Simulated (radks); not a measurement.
Results of a calculation; reference values are marked as such.
P IV, 12 electrons, occupied as [Ne] 3s2.

Level of theory: scalar-relativistic Kohn-Sham, PBE, spin-unpolarised, spherical densities, finite nucleus; Fermi nuclear charge, rms radius 3.1889 fm (a radial shooting solver on a logarithmic mesh with Libxc functionals).

Energy parts (hartree):
| part | energy |
|---|---|
| total | -339.74780 |
| kinetic | 340.89057 |
| electron-nucleus | -793.74250 |
| Hartree | 135.13317 |
| exchange-correlation | -22.02904 |

Orbitals (lengths in bohr, moments of r in powers of bohr):
[
 {"orbital": "1s", "occ.": "2", "eigenvalue (hartree)": "-78.05531", "<1/r>": "14.65", "<r^4>": "0.0005398"},
 {"orbital": "2s", "occ.": "2", "eigenvalue (hartree)": "-7.80532", "<1/r>": "2.828", "<r^4>": "0.1871"},
 {"orbital": "2p", "occ.": "6", "eigenvalue (hartree)": "-5.99095", "<1/r>": "2.719", "<r^4>": "0.1861"},
 {"orbital": "3s", "occ.": "2", "eigenvalue (hartree)": "-1.67625", "<1/r>": "0.8238", "<r^4>": "15.75"}
]

The highest occupied level is 3s at -45.613 eV. Summed over all electrons, <r^2> = 8.795 bohr^2, which gives a Langevin (diamagnetic) susceptibility term of -6.97 x 10^-6 cm^3/mol. The electron density at the nucleus is 2400 e/bohr^3 (large components only).
